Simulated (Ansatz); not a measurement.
Consider the formal exchange of groups at the Se–C bond: `NC(F)[SeH]` + `B[CH2][GeH3]` → `B[CH2][GeH2][SeH]` + `NCF`.

Computed with Ansatz on PBE0-D4/def2-TZVP structures; ΔE is electronic, products minus reactants. CCSD(T)/CBS adds triple-zeta CCSD(T) − MP2 to the extrapolated MP2 energy (def2 sets, frozen cores). DFT in def2-TZVPP. For Ge, Se outer-core shells are correlated without core-valence functions, which leaves a few kJ/mol of doubt a bond. Scalar relativity is left out up to krypton. One conformer a species, not always the lowest.

```
       level  ΔE (eV)
  r2SCANh-D4    -1.20
CAM-B3LYP-D4    -1.20
      B2PLYP    -1.22
      revPBE    -1.15
```

**Question.** What does CCSD(T)/CBS give? (An estimate is asked.)

**Answer.** Ansatz gave: -1.24 eV. The listed levels differ from it by 0.04, 0.04, 0.02, 0.09 eV.

Largest T1 diagnostic among the species: 0.011.

In def2-TZVPP, CCSD(T) changes the Hartree–Fock value by +0.13 eV (the triples alone add +0.02 eV) and MP2 by +0.08 eV. From BLYP to BHLYP (50 % exact exchange), in def2-TZVPP and without D4, ΔE moves by −0.13 eV.
